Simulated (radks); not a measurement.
Q: The mean radii <r> (bohr) of the occupied orbitals of an atom or ion are listed with their occupations. Calculated with a radial shooting solver on a logarithmic mesh with Libxc functionals: scalar-relativistic Kohn-Sham, r2SCAN, spin-polarised, spherical densities, finite nucleus; meta-GGA in the generalised Kohn-Sham scheme; Fermi nuclear charge, rms radius of each element as measured or else 0.836 A^(1/3) + 0.57 fm.

| orbital | occ. | <r> |
|---|---|---|
| 1s down | 1 | 0.06092 |
| 1s up | 1 | 0.06092 |
| 2s up | 1 | 0.2789 |
| 2s down | 1 | 0.2784 |
| 2p up | 3 | 0.2471 |
| 2p down | 3 | 0.2466 |
| 3s up | 1 | 0.8202 |
| 3s down | 1 | 0.8243 |
| 3p up | 3 | 0.8517 |
| 3p down | 3 | 0.8562 |
| 3d up | 2 | 0.9131 |
| 4d up | 1 | 2.826 |

Name the element and its charge. Open shells, if any, are filled with parallel spins first.

A: Z = 25, manganese, charge +4: Mn4+ in [Ar] 3d2 4d1. The 1s radius gives Z: for a bare nucleus <r> = (2 gamma + 1)/(2Z) with gamma = sqrt(1 - (Z/c)^2), 0.05933 bohr for Z = 25, and screening makes it slightly larger (0.06092 here). The occupations add up to 21, and the charge is Z minus that.
